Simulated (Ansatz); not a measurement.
A nudged elastic band was laid between two geometries of CH7FOSi2 (12 atoms, charge 0, multiplicity 1).

Level of theory: Ansatz 0.2.0, RKS PBE/def2-SVP.

* movable images: 5
* climbing image: yes
* spring: 5.0 eV/Å²
* optimiser: quadratic models (default)
* start path: through a guess of the saddle point
* force threshold: 0.5 eV/Å
* iteration limit: 60
* end points: relaxed

Image 0:

```xyz
12
Properties=species:S:1:pos:R:3
O -1.819 -0.137 2.019
C -1.354 0.162 0.708
Si 0.524 -0.205 0.509
Si 1.343 0.230 -1.658
F 1.045 1.813 -2.016
H -1.715 -1.098 2.152
H -1.937 -0.357 -0.093
H -1.518 1.249 0.544
H 0.738 -1.673 0.799
H 1.304 0.580 1.530
H 0.642 -0.615 -2.690
H 2.826 -0.005 -1.769
```

Image 6:

```xyz
12
Properties=species:S:1:pos:R:3
O -1.886 -0.405 1.916
C -1.396 -0.039 0.631
Si 0.478 -0.426 0.436
Si 1.354 0.292 -1.631
F 1.008 1.899 -1.787
H -1.427 0.153 2.570
H -1.964 -0.637 -0.114
H -1.588 1.032 0.375
H 0.729 -1.903 0.600
H 1.207 0.288 1.549
H 0.716 -0.430 -2.789
H 2.847 0.122 -1.721
```

Question: Which bonds break or form, and what moves?

Answer: No bond is made or broken. The dihedral H6–O1–C2–Si3 goes from -64 to 64°.

Question: Give the energies along the band, and the barrier.

Answer: It converged. The highest image is number 2 of 0 to 6, 9.6 kJ/mol above the first end and 10.0 kJ/mol above the last; the last end lies 0.5 kJ/mol below the first. The threshold of 0.5 eV/Å is loose, so the images may lie well off the minimum-energy path. The order of the stationary point at the top wasn't checked.

```csv
image,path coordinate (Å),energy (kJ/mol),dihedral H6–O1–C2–Si3 (°)
0,0.00,0.0,-64
1,0.35,2.9,-45
2,0.70,9.6,-11
3,1.04,9.4,22
4,1.38,3.5,47
5,1.73,0.5,58
6,2.07,-0.5,64
```

Question: What is the geometry of the highest image?

Answer: 
```xyz
12
Properties=species:S:1:pos:R:3:forces:R:3
O -1.988 -0.203 1.875 -0.14 0.06 0.42
C -1.365 0.108 0.643 0.01 -0.11 0.06
Si 0.492 -0.298 0.501 0.16 0.10 0.07
Si 1.327 0.264 -1.631 -0.05 -0.36 -0.08
F 0.993 1.840 -1.939 -0.05 0.26 0.02
H -1.426 -0.757 2.452 0.03 0.10 -0.36
H -1.898 -0.405 -0.190 0.00 -0.04 -0.16
H -1.465 1.201 0.435 -0.05 0.00 0.03
H 0.704 -1.767 0.776 0.01 -0.02 -0.04
H 1.253 0.464 1.559 -0.01 -0.02 0.01
H 0.641 -0.559 -2.690 0.01 0.00 0.00
H 2.809 0.057 -1.756 0.06 0.01 0.04
```

Run time: 47 s on 2 threads of Arm Neoverse V1 (shared host), peak memory 0.15 GiB.
